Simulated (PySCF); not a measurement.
## SMILES Brc1ccccc1, C$_{6}$H$_{5}$Br

Molfile (atoms numbered from 1):
```
C6H5Br
     RDKit          3D

 12 12  0  0  0  0  0  0  0  0999 V2000
    2.4064   -0.8220    0.0629 Br  0  0  0  0  0  0  0  0  0  0  0  0
    0.5693   -0.3842    0.0545 C   0  0  0  0  0  0  0  0  0  0  0  0
    0.1853    0.9561    0.0492 C   0  0  0  0  0  0  0  0  0  0  0  0
   -1.1722    1.2720    0.0431 C   0  0  0  0  0  0  0  0  0  0  0  0
   -2.1330    0.2619    0.0422 C   0  0  0  0  0  0  0  0  0  0  0  0
   -1.7329   -1.0735    0.0475 C   0  0  0  0  0  0  0  0  0  0  0  0
   -0.3793   -1.4059    0.0536 C   0  0  0  0  0  0  0  0  0  0  0  0
    0.9428    1.7415    0.0500 H   0  0  0  0  0  0  0  0  0  0  0  0
   -1.4777    2.3210    0.0390 H   0  0  0  0  0  0  0  0  0  0  0  0
   -3.1952    0.5158    0.0374 H   0  0  0  0  0  0  0  0  0  0  0  0
   -2.4798   -1.8709    0.0468 H   0  0  0  0  0  0  0  0  0  0  0  0
   -0.0591   -2.4491    0.0578 H   0  0  0  0  0  0  0  0  0  0  0  0
  1  2  1  0
  2  3  2  0
  3  4  1  0
  4  5  2  0
  5  6  1  0
  6  7  2  0
  7  2  1  0
  3  8  1  0
  4  9  1  0
  5 10  1  0
  6 11  1  0
  7 12  1  0
M  END
```

Level of theory: quadratic response CAM-B3LYP/def2-TZVPD first hyperpolarisability, Taylor convention, gas phase in PySCF. Geometry: PBE0-D3(BJ)/def2-SVP.

The calculation is non-relativistic, which matters for the atoms heavier than Zn.

(1) What is the first hyperpolarisability, and how does it disperse?

(2) Which lowest excitations, dipole and polarisabilities go with it?

Results:

(1) In 10⁻³⁰ esu, Taylor convention; the vector part is βᵢ = ⅓ Σⱼ (βᵢⱼⱼ + βⱼᵢⱼ + βⱼⱼᵢ); β∥ is 3/5 of the vector part along the dipole, the dipole points from − to +:
| process | λ (nm) | β vector norm | β∥ | β HRS | depolarisation ratio |
| --- | --- | --- | --- | --- | --- |
| static β(0;0,0) | ∞ | 0.09 | -0.05 | 0.23 | 1.54 |
| second harmonic β(−2ω;ω,ω) | 1907 | 0.14 | -0.08 | 0.25 | 1.59 |
| Pockels β(−ω;ω,0) | 1907 | 0.11 | -0.06 | – | – |
| second harmonic β(−2ω;ω,ω) | 1064 | 0.29 | -0.17 | 0.31 | 1.76 |
| Pockels β(−ω;ω,0) | 1064 | 0.14 | -0.09 | – | – |

(2) S1 5.28 eV (f = 0.002); S2 5.72 eV (f = 0.000); S3 5.83 eV (f = 0.112); dipole 1.78 D; isotropic α 91.5 au static, 91.8 au at 1907 nm, 92.6 au at 1064 nm, 92.9 au at 953.5 nm, 96.4 au at 532 nm.
